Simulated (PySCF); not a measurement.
C9H17B.
Atom-mapped SMILES: `[BH:1]1[CH2:2][CH2:3][CH2:4][C@H:5]1[CH:6]1[CH2:7][CH2:8][CH2:9][CH2:10]1` (hydrogens: H11 on B1; H12, H13 on C2; H14, H15 on C3; H16, H17 on C4; H18 on C5; H19 on C6; H20, H21 on C7; H22, H23 on C8; H24, H25 on C9; H26, H27 on C10)

All values: PBE0/pcSseg-1 (PySCF, non-relativistic), on one gas-phase PBE0-D3(BJ)/def2-SVP geometry that isn't relaxed in the solvent. The solvent is an IEF-PCM continuum (cavity from Bondi-type radii × 1.2). Specific hydrogen bonds and non-electrostatic terms are outside this model.

Gas phase at PBE0/pcSseg-1: HOMO -7.80 eV, LUMO -0.66 eV, dipole 0.34 D.

Task: What does the continuum do to the energy, the frontier levels and the dipole at PBE0/pcSseg-1 in cyclohexane and chloroform?

Result: 
```csv
solvent,ε,E(solvent) − E(gas) (kJ/mol),polarisation term (kJ/mol),distortion of the solute (kJ/mol),HOMO (eV),LUMO (eV),dipole (D)
cyclohexane,2.017,-1.70,-1.74,0.04,-7.74,-0.60,0.39
chloroform,4.711,-3.16,-3.32,0.16,-7.71,-0.57,0.43
```

Polarisation term: ½ Σ q·V over the induced surface charges. Distortion: the rise of the solute's own energy as its density leaves the gas-phase optimum. From cyclohexane to chloroform the lowering changes by a factor 1.85, Onsager's factor (ε − 1)/(2ε + 1) by 1.76 and ε itself by 2.3.

Task: Which Hirshfeld charges (PBE0/pcSseg-1) respond most in chloroform (means over atoms taken as equivalent)?

Result: 
```json
{"atoms": "H11", "environment": "B–H hydrogen", "gas (e)": "-0.060", "solvent (e)": "-0.065", "change": "-0.005"}
{"atoms": "H18", "environment": "methine hydrogen", "gas (e)": "+0.044", "solvent (e)": "+0.046", "change": "+0.002"}
{"atoms": "H13", "environment": "methylene hydrogen", "gas (e)": "+0.049", "solvent (e)": "+0.052", "change": "+0.003"}
{"atoms": "H19", "environment": "methine hydrogen", "gas (e)": "+0.029", "solvent (e)": "+0.030", "change": "+0.001"}
{"atoms": "C8", "environment": "ring CH2 carbon", "gas (e)": "-0.070", "solvent (e)": "-0.071", "change": "-0.001"}
{"atoms": "C9", "environment": "ring CH2 carbon", "gas (e)": "-0.069", "solvent (e)": "-0.070", "change": "-0.001"}
```
